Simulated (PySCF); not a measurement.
ECD: `C1(=C)[C@@H](C)[C@@H]1COC`, C7H12O

Geometry:
```csv
atom,x (Å),y (Å),z (Å)
C1,-2.007,-1.908,-0.911
C2,-1.359,-0.898,-0.391
C3,-1.286,0.533,-0.080
C4,-2.162,1.142,0.989
C5,-0.160,-0.416,0.306
C6,1.166,-0.357,-0.411
O7,1.984,0.604,0.220
C8,3.249,0.721,-0.373
H9,-1.600,-2.907,-0.904
H10,-2.976,-1.785,-1.368
H11,-1.084,1.204,-0.909
H12,-1.682,2.023,1.411
H13,-3.123,1.437,0.571
H14,-2.340,0.426,1.789
H15,-0.057,-0.650,1.360
H16,1.659,-1.344,-0.379
H17,1.013,-0.092,-1.470
H18,3.796,-0.230,-0.334
H19,3.791,1.475,0.194
H20,3.172,1.036,-1.422
```

Method used: PySCF, TDDFT PBE0/def2-SVPD circular dichroism and optical rotation, one conformer, gas phase. Geometry: GFN2-xTB.

The molecule is flexible and this is one conformer; a measurement averages over conformers. States above about 7.4 eV (minus the energy of the highest occupied orbital) lie near or above the ionisation threshold and depend on the basis.

(1) What are the CIP labels of the stereocentres?

(2) Which excitations and rotatory strengths does the calculation give?

## Answers

(1) C3 S, C5 S.

(2) Rotatory strengths R in 10⁻⁴⁰ esu² cm², velocity form and length form (origin at the centre of mass); f in length form.
```
state  E (eV)  λ (nm)      f  R (velocity)  R (length)                                    main
    1    6.39     194  0.003         +32.8       +33.4                        HOMO−2→LUMO 0.94
    2    6.54     190  0.008          +1.1        +0.8        HOMO→LUMO 0.70, HOMO−3→LUMO 0.18
    3    6.89     180  0.002          -0.3        +0.1        HOMO−3→LUMO 0.78, HOMO→LUMO 0.15
    4    7.02     177  0.027          +8.0        +8.0                        HOMO→LUMO+1 0.81
    5    7.23     172  0.351         -49.0       -46.7        HOMO−1→LUMO 0.71, HOMO→LUMO 0.10
    6    7.32     169  0.086         +10.3       +11.0  HOMO−1→LUMO+1 0.52, HOMO−1→LUMO+2 0.16
    7    7.68     161  0.004          -2.2        -1.9    HOMO→LUMO+2 0.70, HOMO−1→LUMO+1 0.11
    8    7.77     159  0.004          -2.2        -1.3  HOMO−1→LUMO+2 0.42, HOMO−2→LUMO+1 0.28
    9    7.80     159  0.005          -4.8        -5.6  HOMO−2→LUMO+1 0.47, HOMO−1→LUMO+2 0.28
   10    7.91     157  0.011          -3.9        -4.6      HOMO→LUMO+3 0.79, HOMO→LUMO+6 0.10
   11    8.03     154  0.022          -9.5        -9.5                      HOMO−1→LUMO+3 0.70
   12    8.06     154  0.003          -3.7        -4.5    HOMO→LUMO+5 0.46, HOMO−1→LUMO+3 0.13
```

For state 3 the two forms differ in sign, so the sign of R isn't settled.

Among the states computed, the strongest CD band (largest |R|) is state 5. The largest dissymmetry factor in size, g = 4R/(D+G), with D and G the electric and magnetic dipole strengths, is +0.11 for state 1 (velocity form, f = 0.003), among bands with |R| over 0.5. The mirror image has the same energies and oscillator strengths and all R with the opposite sign.
